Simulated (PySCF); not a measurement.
**Working with the constants of CaS**

RHF-CCSD(T) constants of CaS, ¹Σ⁺ (singlet), closed shell (PySCF, no relativity, basis sets Ca def2-TZVPP, S def2-TZVPP; masses 39.9626 and 31.9721 u):

| Quantity | Value |
| --- | --- |
| ωe | 431.6 cm⁻¹ |
| ωexe | 1.82 cm⁻¹ |
| Be | 0.16844 cm⁻¹ |
| αe | 0.000882 cm⁻¹ |
| D (centrifugal) | 1.03e-07 cm⁻¹ |
| De to Ca + S | 2.74 eV |

**Question.** Estimate the standard entropy (1 bar) and heat capacity of the ideal gas at 1000 K, rigid rotor with B0 and harmonic oscillator at the fundamental.

**Answer.** Translation (Sackur–Tetrode, M = 71.93 u): 187.3 J/(mol K). Rotation: q = kT/(σB0) = 4140 with σ = 1, 77.6. Vibration: x = hcν0/kT = 0.616, 12.48. S° = 277.4 J/(mol K); Cp = 7R/2 + 8.06 = 37.2 J/(mol K).

Measured values (Huber and Herzberg, Constants of Diatomic Molecules (1979)): ωe = 462.23 cm⁻¹, ωexe = 1.78 cm⁻¹, Be = 0.17667 cm⁻¹, αe = 0.000837 cm⁻¹.

Correlated steps freeze 10 core orbitals. Where the molecule has an RHF reference, its open-shell atoms are computed with UHF. The CCSD T1 diagnostic is raised, a sign that a single reference may not be enough here.
